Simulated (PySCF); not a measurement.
**Computed data sheet: `C#[C][GaH2-][AsH3+]`**

Species: C2H6AsGa.
Structure used (PBE0-D3(BJ)/def2-SVP), in Å, numbered top down from 1:
```
atom  x, y, z in Å
C1     2.1180   -1.4557   -0.4174
C2     1.5797   -0.3631   -0.3308
Ga3    0.6565    1.3424   -0.1701
As4   -1.5740    0.0234    0.3210
H5     2.6047   -2.4117   -0.4965
H6     0.2576    2.0685   -1.5016
H7     0.8129    2.1059    1.1912
H8    -1.9831   -0.9954   -0.7150
H9    -1.5166   -0.9113    1.5055
H10   -2.9476    0.6010    0.5907
```

Some functional groups and rings: alkyne.

**PBE0-D3(BJ)/def2-SVP geometry optimisation, gas phase (PySCF)**

```yaml
Point_group: Cs
Rotational_constants_A_B_C: 3.595, 1.488, 1.081 GHz
```

B3LYP/def2-SVPD ground state, ΔSCF and vertical TDDFT (core frozen in the response) (PySCF):

```yaml
Dipole_moment: 3.51 D
HOMO_energy: -7.22 eV
LUMO_energy: -0.92 eV
HOMO–LUMO_gap: 6.30 eV
Lowest_singlet_excitation: 5.25 eV (236 nm, f = 0.000)
Strongest_line_among_the_10_lowest_singlet_transitions: S2 at 5.73 eV (216 nm, f = 0.080)
Lowest_triplet_excitation_Tamm–Dancoff: 4.76 eV
Static_isotropic_polarisability: 89.9 au
Vertical_ionisation_energy: 9.38 eV
Electronic_spatial_extent_⟨r²⟩_about_the_centre_of_nuclear_charge: 982 bohr²
```

From HF/pcSseg-2 ground state and GIAO shieldings, non-relativistic (PySCF):

```yaml
13C_chemical_shifts_computed_TMS_as_zero_by_class: 111.2 (C1), 98.7 (C2) ppm
1H_chemical_shifts_computed_TMS_as_zero_by_class: 3.83 (H6/H7), 3.57 (H8/H9/H10), 2.31 (H5) ppm
Isotropic_shieldings_of_nuclei_other_than_C_and_H_by_class: 1732 (Ga3), 1837 (As4) ppm
```

B3LYP/pcJ-1 As:pcSseg-1 Ga:pcSseg-1 indirect spin-spin coupling, non-relativistic, gas phase; spin–dipole term left out (PySCF):

```yaml
Largest_of_the_computed_one-bond_spin–spin_couplings_means_over_like_bonds: 13C–1H +253.4 (C1–H5), 13C–13C +139.7 (C1–C2) Hz
```

Monoisotopic mass (most abundant isotopes): 173.8941 u.

The principal polarisabilities are 73.3, 92.3 and 104.2 au; their mean is the isotropic value. The 10 singlets span 5.25 to 6.66 eV, and their oscillator strengths add up to 0.13. In atomic units the dipole is 1.38 e·bohr (1 au = 2.5417 D). S1 lies 1.05 eV below the HOMO–LUMO gap; its leading configuration is HOMO→LUMO, weight 0.88. With B = h/(8π²I), that is 505.379 GHz u Å² over I, the principal moments of inertia are 140.6, 339.6 and 467.4 u Å² (most abundant isotopes); the inertial defect Ic − Ia − Ib is -12.8 u Å² (zero for a rigid planar frame, negative otherwise). The largest Löwdin shares of the HOMO are 0.35 on C1, 0.33 on C2, 0.13 on Ga3 and 0.07 on H7.

The calculation is non-relativistic and has no spin–orbit coupling, an omission that weighs most on arsenic and gallium. Atoms bound to As and Ga lack the heavy atom's spin–orbit term in their shielding, so their NMR values are less reliable.
